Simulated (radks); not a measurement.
Results of a calculation; reference values are marked as such.
Neutral manganese inside a hard spherical wall (all orbitals vanish at R), configuration held at [Ar] 3d5 4s2 and not refilled when levels cross. Code: a radial shooting solver on a logarithmic mesh with Libxc functionals. Model: non-relativistic Kohn-Sham, LDA (Slater exchange, Perdew-Wang correlation), spin-unpolarised, spherical densities, point nucleus. Eigenvalues in eV, with the zero of energy where the potential of the charges vanishes at infinity; a dash marks a level that is unbound or too diffuse for the functional's potential to be trusted. A positive occupied level is held by the wall or, in an anion where self-interaction has pushed it up, behind a barrier. The pressure on the wall is -dE/dV.

R (bohr) = free: E (hartree) -1148.43984; kinetic (hartree) 1146.988; e(3s) -83.715; e(3p) -54.186; e(3d) -7.250; e(4s) -5.202; e(4p, empty) -1.494; e(5s, empty) -0.037; pressure (GPa) 0
R (bohr) = 12: E (hartree) -1148.43981; kinetic (hartree) 1146.989; e(3s) -83.712; e(3p) -54.182; e(3d) -7.246; e(4s) -5.199; e(4p, empty) -1.469; e(5s, empty) 0.825; pressure (GPa) 0.000602
R (bohr) = 10: E (hartree) -1148.43950; kinetic (hartree) 1146.992; e(3s) -83.685; e(3p) -54.156; e(3d) -7.220; e(4s) -5.177; e(4p, empty) -1.388; e(5s, empty) 1.719; pressure (GPa) 0.00951
R (bohr) = 8: E (hartree) -1148.43625; kinetic (hartree) 1147.017; e(3s) -83.510; e(3p) -53.981; e(3d) -7.051; e(4s) -5.021; e(4p, empty) -1.029; e(5s, empty) 4.066; pressure (GPa) 0.153
R (bohr) = 7: E (hartree) -1148.42844; kinetic (hartree) 1147.067; e(3s) -83.220; e(3p) -53.691; e(3d) -6.772; e(4s) -4.742; e(4p, empty) -0.513; e(5s, empty) 6.643; pressure (GPa) 0.626
R (bohr) = 5: E (hartree) -1148.32476; kinetic (hartree) 1147.547; e(3s) -81.134; e(3p) -51.620; e(3d) -4.800; e(4s) -2.331; e(4p, empty) 3.132; e(5s, empty) 20.978; pressure (GPa) 12.8
R (bohr) = 3.5: E (hartree) -1147.68155; kinetic (hartree) 1149.840; e(3s) -74.710; e(3p) -45.313; e(3d) 1.389; e(4s) 7.955; e(4p, empty) 16.378; e(5s, empty) 63.578; pressure (GPa) 198
